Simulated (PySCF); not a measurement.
Fill in the blanks.

Compound: borazine, B₃H₆N₃.
Z-matrix (Å and degrees, PBE0-D3(BJ)/def2-SVP geometry), rows numbered from 1:
```
B 
N   1  1.4268
B   2  1.4268  1  122.59
N   3  1.4269  2  117.43  1     0.22
B   4  1.4267  3  122.60  2    -0.09
N   5  1.4267  4  117.34  3     0.02
H   1  1.2097  2  121.33  3   179.69
H   2  1.0112  1  118.70  3  -179.65
H   3  1.2096  2  121.28  1  -179.74
H   4  1.0112  3  118.70  2   179.99
H   5  1.2096  4  121.33  3  -179.96
H   6  1.0112  1  118.65  2   179.98
```

```csv
property,level,value
point group,PBE0-D3(BJ)/def2-SVP,D3h
"rotational constants A, B, C",PBE0-D3(BJ)/def2-SVP,?
dipole moment,PBE0/pcSseg-1,?
HOMO energy,PBE0/pcSseg-1,?
LUMO energy,PBE0/pcSseg-1,0.42 eV
1H chemical shifts (computed TMS as zero) by class,GIAO PBE0/pcSseg-1,"5.66 (H8/H10/H12), 4.77 (H7/H9/H11) ppm"
"isotropic shieldings of nuclei other than C and H, by class",GIAO PBE0/pcSseg-1,"73 (B1/B3/B5), 120 (N2/N4/N6) ppm"
largest of the computed one-bond spin–spin couplings (means over like bonds),B3LYP/pcJ-1,?
```

The electronic properties come from PySCF, for the isolated species, density fitting.

(1) Give the rotational constants A, B, C.

(2) The HOMO energy?

(3) Give the largest of the computed one-bond spin–spin couplings (means over like bonds).

(4) What is the dipole moment?

## Answers

(1) 5.289, 5.283, 2.643 GHz.

(2) -8.17 eV.

(3) 11B–1H +147.5 (B1–H7 and 2 like it), 15N–1H -82.6 (N2–H8 and 2 like it), 15N–11B -25.8 (N2–B1 and 5 like it) Hz.

(4) 0.00 D by symmetry (numerical residue 0.01 D).

The rotational constants are those of an oblate symmetric top; the small spread among constants that symmetry makes equal is optimisation noise. Point group D3h forbids a permanent dipole, so the rigid molecule has no electric-dipole pure rotational spectrum. With B = h/(8π²I), that is 505.379 GHz u Å² over I, the principal moments of inertia are 95.6, 95.7 and 191.2 u Å² (most abundant isotopes); the inertial defect Ic − Ia − Ib is -0.1 u Å² (zero for a rigid planar frame, negative otherwise).
